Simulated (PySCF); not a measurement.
From one molecule to another.

First species: C3H14OSi4.
SMILES: `O=CC([SiH3])([SiH3])[SiH2]C[SiH3]`

Second species: C5H11NO.
Structure used (GFN2-xTB), in Å, numbered top down from 1:
```xyz
18
C5H11NO angstrom
C     -0.059    0.278    1.504
C     -0.263    0.024    0.007
C     -1.687   -0.479   -0.233
C     -0.037    1.313   -0.791
C      0.715   -1.058   -0.471
N      2.026   -0.755   -0.320
O      0.366   -2.113   -0.951
H      0.921    0.701    1.715
H     -0.811    0.978    1.862
H     -0.160   -0.649    2.063
H     -2.412    0.262    0.093
H     -1.855   -1.403    0.312
H     -1.840   -0.684   -1.290
H      0.945    1.742   -0.600
H     -0.126    1.119   -1.858
H     -0.787    2.051   -0.514
H      2.710   -1.431   -0.616
H      2.344    0.110    0.076
```

Levels: PBE0/pcSseg-1 for dipole moment, HOMO energy, LUMO energy and HOMO–LUMO gap; GFN2-xTB for rotational constant A and rotational constant C. Geometries: GFN2-xTB. Each structure is a single optimised conformer of the isolated species, non-relativistic unless stated; the electronic structure was computed with PySCF and density fitting.

Dipoles, sizes and rotational constants follow the conformer. The torsions of the flexible species, by atom-mapped SMILES:
- `[O:1]=[CH:2][C:3]([SiH3:4])([SiH3:5])[SiH2:6][CH2:7][SiH3:8]`: O1–C2–C3–Si4 -2°, C2–C3–Si6–C7 67°, C3–Si6–C7–Si8 178°
- `[CH3:1][C:2]([CH3:3])([CH3:4])[C:5]([NH2:6])=[O:7]`: C1–C2–C5–N6 -61°, H–N6–C5–C2 180°, H–N6–C5–C2 0°

| property | column X | column Y |
| --- | --- | --- |
| dipole moment | 2.76 D | 3.64 D |
| HOMO energy | -7.73 eV | -7.14 eV |
| LUMO energy | -1.23 eV | 0.93 eV |
| HOMO–LUMO gap | 6.50 eV | 8.07 eV |
| rotational constant A | 1.585 GHz | 3.306 GHz |
| rotational constant C | 0.469 GHz | 1.985 GHz |

(1) Which column belongs to which species?

(2) How does each property change from the first species to the second?

Results:

(1) Column X is the first species and column Y the second. The first has 22 atoms and 96 electrons, the second 18 and 56.

(2) dipole moment +0.88 D; HOMO energy +0.59 eV; LUMO energy +2.16 eV; HOMO–LUMO gap +1.57 eV; rotational constant A +1.721 GHz; rotational constant C +1.516 GHz.

On the first: A dipole of 2.76 D is allowed in C1, and pure rotational transitions are dipole-allowed. In atomic units the dipole is 1.09 e·bohr (1 au = 2.5417 D).

On the second: In atomic units the dipole is 1.43 e·bohr (1 au = 2.5417 D).
